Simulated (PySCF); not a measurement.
# Working out the ionisation energy of Ar(2+)

Ar(2+) [Ne] 3s2 3p4 (3P) → Ar(3+) [Ne] 3s2 3p3 (4S). All numbers are calculated (PySCF 2.14, no relativity, point nucleus, in def2-TZVP (5s5p2d1f, 37 functions)). Frozen: [Ne]. Energies in hartree (1 hartree = 27.21139 eV):

| part | Ar(2+) (lower) | Ar(3+) (upper) |
| --- | --- | --- |
| UHF | -525.298002 | -523.851069 |
| CCSD correlation | -0.154266 | -0.121584 |
| (T) | -0.004074 | -0.003100 |

What does Hartree-Fock give?

(-523.851069) − (-525.298002) = 1.446933 hartree = 39.373 eV.

What do CCSD and CCSD(T) give?

The CCSD correlation energies differ by 0.032682 hartree = 0.889 eV and the triples by 0.000974 hartree = 0.027 eV, so CCSD gives 40.262 eV and CCSD(T) 40.289 eV.

Reference: 40.735 ± 0.012 eV (semi-empirical (NIST evaluation); NIST Atomic Spectra Database, ionization energies), between the lowest levels; spin-orbit coupling is absent from the calculation.

What remains against the reference includes basis incompleteness, the frozen core and higher excitations.
